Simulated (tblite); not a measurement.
Compound: C10H14.
Structure used (GFN2-xTB), in Å, numbered top down from 1:
```xyz
24
C10H14 angstrom
C     -2.4738    2.5258   -0.0788
C     -1.7262    1.5903    0.0159
C     -0.8991    0.4520    0.1876
C     -1.4582   -0.5596    1.1597
C     -2.4478   -1.4889    0.4556
C      0.2383    0.3138   -0.5068
C      0.7280    1.3610   -1.4599
C      1.1618   -0.8706   -0.3710
C      2.2538   -0.5496    0.6068
C      3.5367   -0.5007    0.3029
H     -3.1076    3.3561   -0.1749
H     -1.9784   -0.0259    1.9586
H     -0.6570   -1.1430    1.6146
H     -3.2554   -0.9088    0.0144
H     -2.8753   -2.1987    1.1606
H     -1.9524   -2.0440   -0.3385
H      1.7626    1.6149   -1.2286
H      0.7002    0.9805   -2.4820
H      0.1184    2.2592   -1.4080
H      1.6003   -1.0979   -1.3452
H      0.6177   -1.7524   -0.0281
H      1.9196   -0.3258    1.6119
H      3.8930   -0.7133   -0.6922
H      4.2889   -0.2546    1.0330
```

Computed with GFN2-xTB (tblite): harmonic, unscaled wavenumbers at the GFN2-xTB geometry, gas phase. Against measured fundamentals such values can be off by several per cent, at times by over 20. One conformer, not necessarily the lowest.

Harmonic wavenumbers (cm⁻¹): 39.1, 51.0, 57.6, 90.6, 129.9, 134.5, 166.6, 200.3, 211.7, 286.5, 326.2, 353.3, 411.6, 440.2, 450.4, 512.9, 561.2, 626.4, 663.6, 676.5, 734.3, 817.0, 889.8, 909.6, 929.2, 971.2, 1010.6, 1018.2, 1024.1, 1035.8, 1078.9, 1082.5, 1146.7, 1184.3, 1199.5, 1239.3, 1259.1, 1278.1, 1301.5, 1318.6, 1400.6, 1410.2, 1415.9, 1464.1, 1478.3, 1482.9, 1499.2, 1501.4, 1507.0, 1689.7, 1717.2, 2249.2, 2972.7, 2973.4, 2983.4, 2986.9, 2996.2, 3007.8, 3027.9, 3030.2, 3037.9, 3051.6, 3054.4, 3096.4, 3122.5, 3394.0.

A = 1916, B = 834.8, C = 656.0 MHz; mass 134.110 u (most abundant isotopes); point group C1, symmetry number 1.

Problem. What is the zero-point energy?

Solution. Half the sum of the wavenumbers: 44685 cm⁻¹ = 534.55 kJ/mol.

Problem. Entropy at 200 K, 1 bar (ideal gas, RRHO, classical rotation)?

Solution. Translation 161.65, rotation 120.98, vibration 118.13: S = 400.8 J/(mol K).

Problem. And Cp and H(200 K) − H(0)?

Solution. Cp = 147.65 J/(mol K), of which vibrations give 114.39 (their classical limit is 66 R = 548.8); H(200 K) − H(0) = 18.97 kJ/mol without the zero-point energy, 12.32 from vibrations.

Problem. Which modes carry the vibrational entropy at 200 K?

Solution. 39.1 cm⁻¹: 18.89; 51.0 cm⁻¹: 16.70; 57.6 cm⁻¹: 15.70; 90.6 cm⁻¹: 12.02; 129.9 cm⁻¹: 9.17; 134.5 cm⁻¹: 8.91 J/(mol K); the other 60 give 36.75 together.

Problem. Blend soft modes into free rotors: weight 1/[1 + (100 cm⁻¹/ν̃)⁴] for the oscillator and the rest for a rotor with moment μB/(μ + B), μ = h/(8π²ν), B = 10⁻⁴⁴ kg m². What vibrational entropy results?

Solution. 106.95 J/(mol K) in place of 118.13, which changes −T·S at 200 K by +2.24 kJ/mol.

Problem. What must be added to the electronic energy to get the Gibbs energy at 200 K and 1 bar?

Solution. ZPE + [H(200 K) − H(0)] − T·S = 534.55 + 18.97 − 80.15 = 473.37 kJ/mol.

Problem. How do the functions run with temperature in this model?

Solution. 
```
 T (K)  S (J/(mol K))  Cp (J/(mol K))  H − H(0) (kJ/mol)  G − H(0) (kJ/mol)  ln q(vib)
    50          260.1            68.3               2.42             -10.58       1.00
   100          317.1            98.5               6.63             -25.09       2.95
298.15          468.7           196.5              35.84            -103.91      10.33
373.15          516.9           233.9              52.00            -140.89      12.92
   500          593.5           290.3              85.36            -211.38      17.19
   750          727.8           372.0             168.85            -376.98      25.17
  1000          842.8           427.1             269.16            -573.66      32.56
```

q(vib) and H(0) count from the zero-point level.

Hindered rotation and anharmonicity are outside this model. Other conformers, if any are populated, would add a mixing term that is left out. The structure is chiral; the term R ln 2 for an equal mix with its mirror image is left out.

Hardware: an Arm Neoverse V2 with one thread (shared host). The figure is for the frequency step alone.
